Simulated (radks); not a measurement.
Coulomb parameter of the 5d shell of neutral hafnium in the model configuration [Xe] 4f14 5d3 6s1, as a second difference U = [E(n + 0.25) + E(n - 0.25) - 2 E(n)] / (0.25)^2 with all orbitals relaxed. "Bare": the charge of the atom changes with n. "Screened": the 6s shell takes up the change at fixed total charge, which measures U(5d,5d) + U(6s,6s) - 2 U(5d,6s). Calculated with a radial shooting solver on a logarithmic mesh with Libxc functionals: scalar-relativistic Kohn-Sham, SCAN, spin-unpolarised, spherical densities, finite nucleus; meta-GGA in the generalised Kohn-Sham scheme; Fermi nuclear charge, rms radius 5.347 fm.

case                      configuration  E - E(n) (eV)
start                 [Xe] 4f14 5d3 6s1          0.000
bare +0.25         [Xe] 4f14 5d3.25 6s1         -0.298
bare -0.25         [Xe] 4f14 5d2.75 6s1          0.670
screened +0.25  [Xe] 4f14 5d3.25 6s0.75          0.733
screened -0.25  [Xe] 4f14 5d2.75 6s1.25         -0.738

U(bare) = 5.948 eV, U(screened by 6s) = -0.077 eV, against the Slater integral F0(5d,5d) = 9.422 eV with frozen orbitals. The step up makes a negative ion, whose loosely bound charge lowers the bare value.
